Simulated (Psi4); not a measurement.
Relaxed torsion scan: H4Cl3FSi3, SMILES [SiH2]([Si](Cl)(Cl)Cl)[SiH2]F. Scanned: dihedral F1–Si2–Si3–Si4; all other coordinates were relaxed at GFN2-xTB. GFN2-xTB can order the conformers of Si and Ge chains otherwise than DFT does. Points at φ and −φ are mirror images.

Geometry of the scan point at 0° (Å):
```
11

F      3.2741    -0.0142     0.4580
Si     1.9299    -0.4453    -0.3231
Si     0.1362     0.3259     0.9293
Si     0.7320     1.4588     2.8804
Cl    -0.8612     2.0597     3.9913
Cl     1.8109     3.1311     2.4662
Cl     1.8772     0.2987     4.0946
H      2.0688    -1.8936    -0.4354
H      2.1113     0.1580    -1.6393
H     -0.7092     1.2187     0.1200
H     -0.7504    -0.7899     1.2977
```

Level of theory: Psi4 1.11 with DF-MP2 (frozen core)/cc-pVTZ // GFN2-xTB.

Scanned values (°): -160, -140, -120, -100, -80, -60, -40, -20, 0, 20, 40, 60, 80, 100, 120, 140, 160, 180.

Question: At which scan points does the profile have its minima and maxima, and how high do they lie?

Answer: Lower than their neighbours: -60° (0.78 kJ/mol), 60° (0.78 kJ/mol), 180° (0.00 kJ/mol). Higher than their neighbours: -120° (3.76 kJ/mol), 0° (3.07 kJ/mol), 120° (3.76 kJ/mol). The whole profile spans 3.76 kJ/mol.
